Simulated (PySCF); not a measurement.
Isomers of C7H16N2, mass 128.131 u with the commonest isotopes. Method used: PBE0/pcSseg-1 in PySCF (dipole) on a GFN2-xTB geometry, gas phase. One conformer each, none proved a minimum here; rigid rotors.

Question: Order these by radius of gyration √(Σ m r²/M), largest first.
A. `[CH2:1]=[CH:2][CH2:3][N:4]([NH:5][CH3:6])[CH:7]([CH3:8])[CH3:9]` with C1–C2–C3–N4 132°, C2–C3–N4–N5 -75°, C3–N4–N5–C6 92°, C3–N4–C7–C8 69°
B. `[CH3:1][CH2:2][CH2:3][NH:4][N:5]1[CH2:6][CH2:7][CH2:8][CH2:9]1` with C1–C2–C3–N4 -65°, C2–C3–N4–N5 -66°, C3–N4–N5–C6 -82°, N4–N5–C6–C7 -151°, N5–C6–C7–C8 0°, C6–C7–C8–C9 24°, C7–C8–C9–N5 -39°
C. `[CH3:1][CH:2]([CH3:3])[C@H:4]1[CH2:5][CH2:6][NH:7][N:8]1[CH3:9]` with C1–C2–C4–C5 -170°, C2–C4–C5–C6 123°, C4–C5–C6–N7 -22°, C5–C6–N7–N8 34°, C6–N7–N8–C9 92°

Answer: B (2.285 Å), A (2.236 Å), C (2.074 Å).

Question: Order these by rotational constant B, largest first.
A. `[CH3:1][CH:2]([CH3:3])[C@H:4]1[CH2:5][CH2:6][NH:7][N:8]1[CH3:9]` with C1–C2–C4–C5 -170°, C2–C4–C5–C6 123°, C4–C5–C6–N7 -22°, C5–C6–N7–N8 34°, C6–N7–N8–C9 92°
B. `[CH3:1][CH2:2][CH2:3][NH:4][N:5]1[CH2:6][CH2:7][CH2:8][CH2:9]1` with C1–C2–C3–N4 -65°, C2–C3–N4–N5 -66°, C3–N4–N5–C6 -82°, N4–N5–C6–C7 -151°, N5–C6–C7–C8 0°, C6–C7–C8–C9 24°, C7–C8–C9–N5 -39°
C. `[CH2:1]=[CH:2][CH2:3][N:4]([NH:5][CH3:6])[CH:7]([CH3:8])[CH3:9]` with C1–C2–C3–N4 132°, C2–C3–N4–N5 -75°, C3–N4–N5–C6 92°, C3–N4–C7–C8 69°
D. `[CH3:1][CH2:2][N:3]1[NH:4][CH2:5][CH2:6][CH2:7][C@H:8]1[CH3:9]` with C1–C2–N3–N4 -131°, C2–N3–N4–C5 166°, N3–N4–C5–C6 61°, N4–C5–C6–C7 -54°, C5–C6–C7–C8 52°

Answer: D (1332 MHz), A (1293 MHz), C (1034 MHz), B (895.9 MHz).

Question: Order these by rotational constant C, smallest first.
A. `[CH2:1]=[CH:2][CH2:3][N:4]([NH:5][CH3:6])[CH:7]([CH3:8])[CH3:9]` with C1–C2–C3–N4 132°, C2–C3–N4–N5 -75°, C3–N4–N5–C6 92°, C3–N4–C7–C8 69°
B. `[CH3:1][CH2:2][N:3]1[NH:4][CH2:5][CH2:6][CH2:7][C@H:8]1[CH3:9]` with C1–C2–N3–N4 -131°, C2–N3–N4–C5 166°, N3–N4–C5–C6 61°, N4–C5–C6–C7 -54°, C5–C6–C7–C8 52°
C. `[CH3:1][CH2:2][CH2:3][NH:4][N:5]1[CH2:6][CH2:7][CH2:8][CH2:9]1` with C1–C2–C3–N4 -65°, C2–C3–N4–N5 -66°, C3–N4–N5–C6 -82°, N4–N5–C6–C7 -151°, N5–C6–C7–C8 0°, C6–C7–C8–C9 24°, C7–C8–C9–N5 -39°
D. `[CH3:1][CH:2]([CH3:3])[C@H:4]1[CH2:5][CH2:6][NH:7][N:8]1[CH3:9]` with C1–C2–C4–C5 -170°, C2–C4–C5–C6 123°, C4–C5–C6–N7 -22°, C5–C6–N7–N8 34°, C6–N7–N8–C9 92°

Answer: C (811.2 MHz), A (860.1 MHz), B (963.3 MHz), D (1006 MHz).

| SMILES | point group | Ia (u·Å²) | Ib (u·Å²) | Ic (u·Å²) | κ | μa (D) | μb (D) | μc (D) |
| --- | --- | --- | --- | --- | --- | --- | --- | --- |
| CC(C)[C@H]1CCNN1C | C1 | 208.82 | 390.91 | 502.26 | -0.59 | 0.47 | 1.29 | 0.52 |
| CCCNN1CCCC1 | C1 | 150.66 | 564.11 | 622.96 | -0.93 | 1.22 | 0.98 | 0.30 |
| CCN1NCCC[C@H]1C | C1 | 206.80 | 379.48 | 524.65 | -0.50 | 0.59 | 0.97 | 0.93 |
| C=CCN(NC)C(C)C | C1 | 204.66 | 488.78 | 587.57 | -0.78 | 0.66 | 0.55 | 0.53 |
